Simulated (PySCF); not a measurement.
These compounds are isomers of formula C₇H₁₀NP.

A. SMILES c1ccc(P(C)C)nc1
B. `Cc1cn(C2CC2)cp1`
C. SMILES CC(C)c1ncccp1

Spectrum 1. ¹H NMR (500 MHz, computed): δ 7.96 (m, 1H), 7.19 (m, 1H), 3.16 (m, 1H), 2.42 (m, 3H), 0.96 (m, 2H), 0.84 (m, 2H). ¹³C{¹H} NMR (computed): δ 161.4 (CH), 151.1 (C), 133.7 (CH), 32.9 (CH), 17.3 (CH3), 8.6 (CH2).

Spectrum 2. ¹H NMR (500 MHz, computed): δ 9.29 (m, 1H), 8.91 (m, 1H), 7.38 (m, 1H), 3.27 (m, 1H), 1.40 (d, 6H). ¹³C{¹H} NMR (computed): δ 216.3 (C), 176.3 (CH), 152.9 (CH), 127.5 (CH), 44.7 (CH), 25.9 (CH3).

Spectrum 3. ¹H NMR (500 MHz, computed): δ 8.72 (m, 1H), 7.57 (m, 1H), 7.40 (m, 1H), 7.01 (m, 1H), 1.28 (m, 6H). ¹³C{¹H} NMR (computed): δ 175.7 (C), 155.2 (CH), 139.7 (CH), 133.0 (CH), 125.9 (CH), 15.8 (CH3).

Calculated, not measured (PySCF 2.14.0 with density-fitted response routines): NMR shieldings at PBE0/pcSseg-1/GIAO, coordinates at the PBE0-D3(BJ)/def2-SVP level. One averaged value for each set of equivalent atoms, in vacuum, one computed conformer, relativity neglected.

Referencing at the same level of theory: ¹H (σ = 31.27 ppm), ¹³C (σ = 184.41 ppm) vs TMS. Splittings of carbon signals by F and P are missing where no couplings were computed. Where no couplings were computed, multiplicities follow the n + 1 count of equivalent neighbours, and m marks all less simple cases (inequivalent or close neighbours, rings, F or P nearby). Shifts are as computed. Against solution values, carbons near 30 ppm lie about +2 ppm off and those near 130 ppm about +5 ppm. Of 1309 compounds with measured shifts, 239 miss one by over three times the rms of a fit or turn the order of signals round; such compounds aren't used in these exercises.

Task: Match each spectrum to its structure.

Result: 1–B, 2–C, 3–A.

- Spectrum 1 (B): 6 ¹³C signals; δC 161.4 is an aromatic CH next to a ring nitrogen; δC 32.9 is a three-membered-ring carbon.
- Spectrum 2 (C): 6 ¹³C signals; δC 152.9 is an aromatic CH next to a ring nitrogen; δC 127.5 is an aromatic CH.
- Spectrum 3 (A): 6 ¹³C signals; δC 155.2 is an aromatic CH next to a ring nitrogen; δC 139.7 is an aromatic CH.
